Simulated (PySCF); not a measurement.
Löwdin shares of the frontier orbitals

CH6Ge.
Cartesian coordinates in Å at the PBE0-D3(BJ)/def2-SVP level; atoms count from 1:
```xyz
8
CH6Ge angstrom
C     -0.7863    0.0705   -0.0627
Ge     1.1613    0.2034   -0.0141
H     -1.1494    0.1490   -1.0976
H     -1.2410    0.8792    0.5274
H     -1.1159   -0.8928    0.3514
H      1.6771    0.0103    1.4255
H      1.7943   -0.8784   -0.9112
H      1.6185    1.5868   -0.5167
```

Computed with TDDFT wB97X-D/def2-SVPD, vertical, gas phase, core orbitals frozen in the response (PySCF 2.14.0, density-fitted response routines). Relativistic effects, spin–orbit coupling among them, are left out although an element past zinc is present.

Kohn–Sham orbitals with the atoms that hold most of them (Löwdin shares over 4%, at most four atoms; ? is withheld):

```
orbital  ε (eV)                            atoms
 LUMO+2    3.25   Ge2 58%, H8 12%, H7 11%, H6 8%
 LUMO+1    2.36  Ge2 27%, C1 25%, H8 10%, H6 10%
   LUMO    1.89    Ge2 58%, C1 11%, H8 7%, H7 7%
   HOMO       ?                                ?
 HOMO-1  -11.08   Ge2 39%, H6 28%, H7 18%, C1 7%
 HOMO-2  -11.09   Ge2 39%, H8 30%, H7 15%, C1 7%
 HOMO-3  -13.47   C1 47%, H3 19%, H4 18%, Ge2 8%
```

(1) Give the leading atoms of the HOMO.

(2) What is the HOMO energy, and the HOMO–LUMO gap?

Results:

(1) C1 (bonded to Ge and 3 H) 42%; Ge2 (bonded to C and 3 H) 29%; H7 (bonded to Ge) 5%; H6 (bonded to Ge) 5%. By element: carbon 42%, germanium 29%, hydrogen 10% or more.

(2) ε(HOMO) = -10.82 eV; the gap is 12.71 eV (0.4670 hartree).

Within 0.005 eV of a neighbour in this list lie HOMO-2/HOMO-1.

**Question.** The HOMO–LUMO gap is 12.71 eV. Where does the response calculation put the lowest singlet, and from which orbitals?

**Answer.** S1 is at 8.45 eV (f = 0.028), 4.26 eV below the gap, made of HOMO→LUMO (86%), HOMO→LUMO+1 (12%). Without the coupling terms of the response equations the lowest excitation would equal the gap.

**Question.** Give energy, strength and leading configuration of S1 and S6, and follow the Löwdin shares of the leading atoms from the occupied to the empty orbital.

**Answer.** 
- S1 (8.45 eV, f 0.028), HOMO→LUMO (86%): C1 42% → 11%, Ge2 29% → 58%
- S6 (9.13 eV, f 0.480), HOMO→LUMO+1 (81%): C1 42% → 25%, Ge2 29% → 27%

Orbitals of the list HOMO-3 to LUMO+2 that lie within 0.01 eV of each other are written together with a slash and their weights summed (≥ marks a lower bound); for degenerate orbitals outside that list single weights are arbitrary.

Löwdin shares depend on the basis, the more so with diffuse functions.
